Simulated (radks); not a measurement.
The numbers below are computed, except where a source is named.
Q: These are the eigenvalues of the occupied orbitals of an atom or ion with whole-number occupations (eV). Code: a radial shooting solver on a logarithmic mesh with Libxc functionals. Model: scalar-relativistic Kohn-Sham, SCAN, spin-unpolarised, spherical densities, finite nucleus; meta-GGA in the generalised Kohn-Sham scheme; Fermi nuclear charge, rms radius of each element as measured or else 0.836 A^(1/3) + 0.57 fm.

orbital  eigenvalue
1s        -78501.99
2s        -13825.71
2p        -11981.18
3s        -3266.301
3p        -2725.961
3d        -2138.430
4s        -714.4098
4p        -536.4030
4d        -319.2958
5s        -112.0244
4f         -79.0714
5p         -65.6943
5d         -14.4110

Which element is it, and in what charge state? The configuration may be excited.

A: Z = 78, platinum, charge +1: Pt+ in [Xe] 4f14 5d9. The list shows which subshells hold electrons but not how many an open one holds; the 1s level, -2884.9 hartree, gives Z - s = 76.0 by -(Z - s)^2/2, which with screening and relativity narrows Z to a few neighbours, and the depths of the outer levels then fix element, charge and occupations together.
